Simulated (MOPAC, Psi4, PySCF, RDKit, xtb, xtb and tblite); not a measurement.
Two geometries of SMILES CC(C)c1ccccc1 (C₉H₁₂), relaxed at GFN2-xTB with one dihedral held; other torsions can differ between them too.

Structure A

```
21

C     -2.1903    -0.4931     0.8194
C     -1.3086     0.4948     0.0549
C     -1.7873     0.5392    -1.4017
C      0.1700     0.1640     0.1350
C      1.0688     0.7632    -0.7440
C      2.4197     0.4721    -0.7024
C      2.9104    -0.4337     0.2215
C      2.0328    -1.0340     1.1048
C      0.6804    -0.7398     1.0600
H     -2.0275    -1.5067     0.4598
H     -3.2380    -0.2410     0.6690
H     -1.9940    -0.4592     1.8884
H     -1.4503     1.4924     0.4921
H     -1.3231     1.3474    -1.9586
H     -1.5574    -0.4004    -1.8996
H     -2.8641     0.6916    -1.4336
H      0.7195     1.4863    -1.4649
H      3.0920     0.9547    -1.3972
H      3.9647    -0.6660     0.2537
H      2.3995    -1.7408     1.8356
H      0.0278    -1.2297     1.7645
```

Structure B

```
21

C     -2.1783    -0.5025     0.8236
C     -1.3180     0.4976     0.0508
C     -1.7289     0.5293    -1.4246
C      0.1566     0.1912     0.1538
C      1.0619     1.2148     0.4052
C      2.4215     0.9655     0.4654
C      2.9001    -0.3180     0.2693
C      2.0093    -1.3450     0.0095
C      0.6509    -1.0911    -0.0514
H     -2.1401    -1.4883     0.3678
H     -3.2155    -0.1741     0.8301
H     -1.8352    -0.5839     1.8529
H     -1.4883     1.4936     0.4751
H     -1.1414     1.2671    -1.9670
H     -1.5654    -0.4429    -1.8844
H     -2.7820     0.7851    -1.5199
H      0.6965     2.2207     0.5606
H      3.1085     1.7752     0.6652
H      3.9608    -0.5165     0.3166
H      2.3747    -2.3495    -0.1492
H     -0.0272    -1.9045    -0.2621
```

**Question.** Which is lower in energy at the level B3LYP-D3(BJ)/def2-SVP // GFN2-xTB run with Psi4, and by how much?

**Answer.** B is lower, by 7.59 kJ/mol (dihedral C1–C2–C4–C5: 165° in A, -135° in B).

E(B) − E(A) in kJ/mol at the other levels, on the same two geometries: GFN2-xTB (xtb and tblite) -10.02; MMFF94 // GFN2-xTB (RDKit) -12.41; B3LYP/def2-SVP // GFN2-xTB (Psi4) -7.91; PBE/def2-SVP // GFN2-xTB (Psi4) -7.15; PBE-D3(BJ)/def2-SVP // GFN2-xTB (Psi4) -7.02; UFF // GFN2-xTB (RDKit) -26.79; PM6, restricted, heats of formation // GFN2-xTB (MOPAC) -6.79; AM1, restricted, heats of formation // GFN2-xTB (MOPAC) -5.98; GFN1-xTB // GFN2-xTB (xtb) -8.81; restricted B3LYP/6-31G*, spherical d, density fitting // GFN2-xTB (PySCF) -8.68.
